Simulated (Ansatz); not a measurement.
A CCSD(T) single point on C2H6F2Si2, SMILES `F[SiH2]/C=C\[SiH2]F`.

```yaml
crystal:
  periodic: [false, false, false]
  atoms:
    - {symbol: F, position_ang: [-2.170782, 2.374131, -0.068180]}
    - {symbol: Si, position_ang: [-1.005449, 1.414106, 0.479948]}
    - {symbol: C, position_ang: [-0.704359, 0.204887, -0.915389]}
    - {symbol: C, position_ang: [0.169146, -0.805789, -0.987659]}
    - {symbol: Si, position_ang: [1.347535, -1.263212, 0.361196]}
    - {symbol: F, position_ang: [1.081639, -0.231923, 1.565693]}
    - {symbol: H, position_ang: [0.165530, 2.274430, 0.762234]}
    - {symbol: H, position_ang: [-1.521849, 0.765187, 1.706032]}
    - {symbol: H, position_ang: [-1.350737, 0.377363, -1.779301]}
    - {symbol: H, position_ang: [0.193901, -1.405145, -1.899531]}
    - {symbol: H, position_ang: [2.762703, -1.122864, -0.060550]}
    - {symbol: H, position_ang: [1.109522, -2.636272, 0.869407]}
basis:
  gaussian: {orbitals: def2-TZVPP}
correlation: {method: ccsd_t}
```

```sh
$ ansatz run in.yaml --threads 2 --pin off --events-out ev --progress --plain --max-ram 22528MiB --backend cuda --devices 0, --max-vram 18GiB
```

Log, shortened:

```
Functional definition: HF
1740 factors; integrals over basis functions are off by at most 8.6e-4 eV
mean field evaluation 1: about -23294.5739 eV, gradient 4.3e1 eV
mean field evaluation 2: about -23294.8836 eV, gradient 4.4e1 eV
mean field evaluation 4: about -23299.1789 eV, gradient 4.1e0 eV
mean field evaluation 8: about -23299.2512 eV, gradient 2.1e-1 eV
mean field -23299.25137390 eV, -856.2316951911 hartree, gradient 6.1e-6 eV, S^2 0.000000; 0 other end points of the search recorded, 0 dependent functions left out; unrestricted orbitals would lower it
14 core orbitals not correlated: weight in the atoms' cores, before any rotation towards them, 1.000 or more for the frozen orbitals, at most 0.000 for the correlated occupied ones
reference -23299.25137390 eV, -856.2316951911 hartree; 18, 18 occupied and 260, 260 virtual orbitals, 1740 factors
second order -28.79780121 eV of doubles, -0.00000000 eV of singles
cycle   1  -29.19126092 eV  change   -3.9e-1 eV  update   1.2e-1
cycle   2  -29.89080001 eV  change   -7.0e-1 eV  update   3.5e-2
cycle   3  -30.05598389 eV  change   -1.7e-1 eV  update   1.8e-2
cycle   4  -30.03974830 eV  change    1.6e-2 eV  update   4.0e-3
cycle   5  -30.03863562 eV  change    1.1e-3 eV  update   1.6e-3
cycle   6  -30.03984951 eV  change   -1.2e-3 eV  update   4.5e-4
cycle   7  -30.03976441 eV  change    8.5e-5 eV  update   1.5e-4
cycle   8  -30.03968325 eV  change    8.1e-5 eV  update   4.9e-5
cycle   9  -30.03970580 eV  change   -2.3e-5 eV  update   1.9e-5
perturbative correction -1.06867481 eV, -0.0392730748 hartree
Total energy: -23330.35975451 eV, -857.3749070923 hartree
```

Hardware: 2 threads of an AMD EPYC 7R13 on a shared host and a share of an NVIDIA H100 80 GB. Wall time 5.5 s, peak host memory 0.86 GiB.

Correlation energy per correlated electron: -0.864 eV. T1 diagnostic: 0.0119.
